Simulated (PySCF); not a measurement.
Unknown compound

An unknown has the formula C6H7F3Si. Its calculated NMR data are:

$^{1}$H NMR (400 MHz, computed): δ 4.56 (t, 2H), 2.12 (s, 3H), 1.86 (m, 2H).

$^{13}$C{$^{1}$H} NMR (computed): δ 167.7 (C), 137.0 (C), 116.7 (C), 79.5 (C), 16.2 (CH2), 6.0 (CH3).

Non-relativistic Hamiltonian, single conformer, one averaged value for each set of equivalent atoms, no solvent. Shieldings: GIAO PBE0/pcSseg-1; geometry from GFN2-xTB; PySCF 2.14.0 with density-fitted response routines.

Referencing at the same level of theory: $^{1}$H, $^{13}$C against TMS.

**Question.** Choose the structure that fits.
A. FC(F)(F)CC1=CC=C[SiH2]1
B. C#C[Si@@H]1CC[C@@H]1C(F)(F)F
C. FC(F)=C(F)/C=C\[C@@H]1C[SiH2]1
D. CC1=C[SiH2]C(C(F)(F)F)=C1
E. CC#C[SiH2]CC(F)=C(F)F
F. C#C[Si@@H]1CC[C@H]1C(F)(F)F

**Answer.** E. 

1. Rings plus π bonds: 3 (no ring in the answer).
2. 6 carbon signals for 6 carbons: no two carbons are equivalent.
3. Carbon types of the structure: 4 × C, 1 × CH2, 1 × CH3, leaving 2 H on heteroatoms.
4. δC 167.7, 137.0: fully substituted alkene carbon.
5. δC 116.7, 79.5: alkyne carbon.
6. δC 16.2: allylic sp3 CH2 bonded to Si.
7. δC 6.0: propargylic methyl carbon; aliphatic region, no heteroatom directly attached.
8. δH 1.86: hydrogen on an allylic sp3 CH2 bonded to Si; allylic position.

The others: FC(F)(F)CC1=CC=C[SiH2]1 would give 5 signals for carbon-bound and other non-exchanging H, not 3; C#C[Si@@H]1CC[C@H]1C(F)(F)F would give 7 signals for carbon-bound and other non-exchanging H, not 3; FC(F)=C(F)/C=C\[C@@H]1C[SiH2]1 would give 7 signals for carbon-bound and other non-exchanging H, not 3; C#C[Si@@H]1CC[C@@H]1C(F)(F)F would give 7 signals for carbon-bound and other non-exchanging H, not 3; CC1=C[SiH2]C(C(F)(F)F)=C1 would give 4 signals for carbon-bound and other non-exchanging H, not 3.

Splittings by $^{19}$F in the carbon and heteronuclear signals aren't shown, as no couplings were computed. Shifts are as computed. Against solution values, carbons near 30 ppm lie about +3 ppm off and those near 130 ppm about +5 ppm. Of 1309 compounds with measured shifts, 239 miss one by over three times the rms of a fit or turn the order of signals round; such compounds aren't used in these exercises. No couplings were computed; multiplicities are counted from neighbouring protons, with m where these are inequivalent, close in shift, in a saturated or five-membered ring or joined by F or P, and br s for small geminal =CH2 splittings.
